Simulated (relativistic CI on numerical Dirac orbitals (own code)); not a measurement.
Transition arrays of Ba13+

Calculated at this level of theory: Dirac-Coulomb-Breit CI, KLI orbitals optimised for each configuration, a model potential for QED, valence Slater integrals scaled by 0.9, whole transition arrays (own radial code, finite nucleus).

Configuration list (outside the closed core [Ar] 3d10 4s2): 4p⁶4d⁷, 4p⁶4d⁶4f, 4p⁵4d⁸, 4p⁶4d⁶5p, 4p⁶4d⁶5f. Levels of other configurations are missing.

All E1 lines from the levels of 4p⁶4d⁷; mean and standard deviation are weighted by gf, and upper levels are sorted by their leading configuration.

```tsv
Upper configuration	Lines	Σgf	Mean (eV)	Mean (nm)	σ (eV)	Strongest line (nm)
4p⁶4d⁶4f	2845	676.5	129.79	9.553	3.25	9.509
4p⁵4d⁸	287	19.3	125.07	9.913	16.49	9.376
4p⁶4d⁶5p	1877	525.7	128.68	9.635	2.07	9.574
4p⁶4d⁶5f	2825	5.0	200.43	6.186	2.82	6.114
```

Σgf per state of the lower configuration in bins of 0.05 nm over the central range (centre: value): 9.075: 0.03, 9.175: 0.11, 9.225: 0.06, 9.275: 0.08, 9.325: 0.17, 9.375: 0.31, 9.425: 0.53, 9.475: 0.65, 9.525: 2.24, 9.575: 2.21, 9.625: 1.19, 9.675: 0.63, 9.725: 0.70, 9.775: 0.41, 9.825: 0.27, 9.875: 0.12, 9.925: 0.07.

Problem. How do configuration mixing and the scaling of the Slater integrals move the arrays?

Solution. Slater scale 0.9, no configuration mixing: 4p⁶4d⁶4f 125.7 ± 5.0 eV (Σgf 846.4), 4p⁵4d⁸ 109.8 ± 9.0 eV (Σgf 190.5), 4p⁶4d⁶5p 127.1 ± 2.5 eV (Σgf 109.3), 4p⁶4d⁶5f 199.3 ± 2.8 eV (Σgf 26.8); Slater scale 1: 4p⁶4d⁶4f 132.3 ± 3.3 eV (Σgf 774.2), 4p⁵4d⁸ 128.5 ± 16.6 eV (Σgf 19.5), 4p⁶4d⁶5p 130.6 ± 3.0 eV (Σgf 450.4), 4p⁶4d⁶5f 200.7 ± 3.1 eV (Σgf 4.4); Slater scale 0.8: 4p⁶4d⁶4f 126.8 ± 3.1 eV (Σgf 660.0), 4p⁵4d⁸ 93.2 ± 2.3 eV (Σgf 4.4), 4p⁶4d⁶5p 127.2 ± 2.0 eV (Σgf 534.2), 4p⁶4d⁶5f 200.1 ± 2.6 eV (Σgf 5.7). With mixing, levels are counted to their leading configuration, so an array can shrink or vanish into another, and the sums then hold other lines.
